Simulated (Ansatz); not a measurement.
A further run on B₇N₇H₂₀, a nanocrystal cut from zinc blende BN (hydrogen-capped).

```yaml
crystal:
  periodic: [false, false, false]
  atoms:
    - {symbol: B, position_ang: [0.478604, -2.325875, 0.478735]}
    - {symbol: B, position_ang: [-1.434862, 1.438153, -1.432950]}
    - {symbol: B, position_ang: [0.476625, -0.478103, -1.360721]}
    - {symbol: B, position_ang: [-1.360171, -0.477316, 0.479460]}
    - {symbol: B, position_ang: [0.482480, -0.483336, 2.324130]}
    - {symbol: B, position_ang: [0.480521, 1.358977, 0.479150]}
    - {symbol: B, position_ang: [2.324604, -0.483966, 0.478352]}
    - {symbol: N, position_ang: [-2.267550, 0.498613, -0.493014]}
    - {symbol: N, position_ang: [-0.441495, -1.327337, -0.439925]}
    - {symbol: N, position_ang: [1.356738, -1.359806, 1.354871]}
    - {symbol: N, position_ang: [-0.496921, 0.497710, -2.266914]}
    - {symbol: N, position_ang: [-0.493148, 2.268718, -0.493263]}
    - {symbol: N, position_ang: [1.328097, 0.438177, -0.440321]}
    - {symbol: N, position_ang: [-0.437746, 0.438825, 1.328924]}
    - {symbol: H, position_ang: [1.162508, -3.005088, -0.289545]}
    - {symbol: H, position_ang: [-0.288482, -3.005016, 1.164045]}
    - {symbol: H, position_ang: [-2.145458, 2.150310, -2.142546]}
    - {symbol: H, position_ang: [1.129627, -1.132627, -2.163840]}
    - {symbol: H, position_ang: [-2.162366, -1.131297, 1.134168]}
    - {symbol: H, position_ang: [-0.284684, -1.168097, 3.003736]}
    - {symbol: H, position_ang: [1.169413, 0.282386, 3.003175]}
    - {symbol: H, position_ang: [1.136597, 2.159696, 1.133540]}
    - {symbol: H, position_ang: [3.002422, -1.169582, -0.289677]}
    - {symbol: H, position_ang: [3.005419, 0.281656, 1.163693]}
    - {symbol: H, position_ang: [-2.908651, -0.095406, -1.039877]}
    - {symbol: H, position_ang: [-2.906009, 1.046036, 0.103328]}
    - {symbol: H, position_ang: [-0.991178, -2.000709, -0.988443]}
    - {symbol: H, position_ang: [1.950179, -1.954456, 1.947360]}
    - {symbol: H, position_ang: [-1.045260, -0.096360, -2.906707]}
    - {symbol: H, position_ang: [0.098547, 1.044481, -2.906740]}
    - {symbol: H, position_ang: [0.102602, 2.908006, -1.040351]}
    - {symbol: H, position_ang: [-1.038818, 2.908873, 0.102875]}
    - {symbol: H, position_ang: [2.002617, 0.986282, -0.989019]}
    - {symbol: H, position_ang: [-0.984829, 0.987467, 2.004311]}
basis:
  gaussian: {orbitals: aug-cc-pVDZ, fitting: {mean_field: def2-universal-jkfit}}
hamiltonian: {xc: {name: HF}}
scf: {omitted_lower_state_checks: [starts]}
```

```sh
$ ansatz run in.yaml --threads 2 --pin off --events-out ev --progress --plain --max-ram 32768MiB --backend cuda --devices 0, --max-vram 18GiB
```

Shortened log:

```
Functional definition: HF
1424 factors; integrals over basis functions are off by at most 2.3e-1 eV
mean field evaluation 1: about -15384.6193 eV, gradient 8.6e1 eV
mean field evaluation 2: about -15395.8482 eV, gradient 5.8e1 eV
mean field evaluation 4: about -15403.2193 eV, gradient 2.2e0 eV
mean field -15403.23397944 eV, -566.0584080574 hartree, gradient 7.8e-5 eV, S^2 0.000000; 0 other end points of the search recorded, 0 dependent functions left out
reference -15403.23397944 eV, -566.0584080574 hartree; 52, 52 occupied and 450, 450 virtual orbitals, 1424 factors
Total energy: -15403.23397944 eV, -566.0584080574 hartree
Checks for a lower state left out: starts
```

Hardware: 2 threads of AMD EPYC 7R13 on a shared host and a share (18 GiB) of an NVIDIA H100 80GB HBM3. Wall time 8.5 s, peak host memory 0.97 GiB.
